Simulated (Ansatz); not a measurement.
A calculation with Ansatz (development build ahead of 0.2.0).

```yaml
crystal:
  periodic: [false, false, false]
  atoms:
    - { symbol: Cl, position_ang: [0.0, 0.0, -1.92929] }
    - { symbol: Zn, position_ang: [0.0, 0.0, 0.0] }
    - { symbol: Cl, position_ang: [0.0, 0.0, 1.92929] }
basis:
  gaussian: { orbitals: cc-pVTZ }
hamiltonian:
  xc: hf
correlation:
  method: mp2
  frozen_orbitals: { Cl: 5, Zn: 5 }
```

The input is written out in the form of the current development build from the run's settings.

The run gave:

```json
{
  "Converged": "yes",
  "Reference energy": "-2696.98286 hartree",
  "Correlation energy": "-1.26968 hartree",
  "Total energy": "-2698.25254 hartree",
  "Spin squared of the determinant": "0.000"
}
```
